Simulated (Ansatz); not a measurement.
```yaml
crystal:
  periodic: [false, false, false]
  atoms:
    - {symbol: C, position_ang: [-0.459992, 0.848672, -0.043742]}
    - {symbol: O, position_ang: [0.318347, 0.263204, 0.970473]}
    - {symbol: Al, position_ang: [0.681244, -1.185219, 0.110325]}
    - {symbol: S, position_ang: [-0.499077, -0.349510, -1.486480]}
    - {symbol: H, position_ang: [-0.019831, 1.785001, -0.393373]}
    - {symbol: H, position_ang: [-1.487600, 1.013091, 0.287445]}
    - {symbol: H, position_ang: [1.528210, -2.443240, 0.509653]}
basis:
  gaussian: {orbitals: aug-cc-pVTZ}
magnetization: {spin_polarized: true, initial_magnetization: 1}
hamiltonian: {xc: {name: r2SCAN50}, pseudopotentials: {relativity: scalar}}
output: {forces: true}
```

```sh
$ ansatz run in.yaml --threads 2 --pin off --events-out ev --progress --plain --max-ram 4352MiB
```

Output, abridged:

```
Error: a molecule whose nuclei and cores have a total charge of 46 cannot have a net charge of 0 together with 1 unpaired electrons
```

Question: What is wrong with this run?

Answer: The number of unpaired electrons doesn't fit the electron count. The program refused the input.
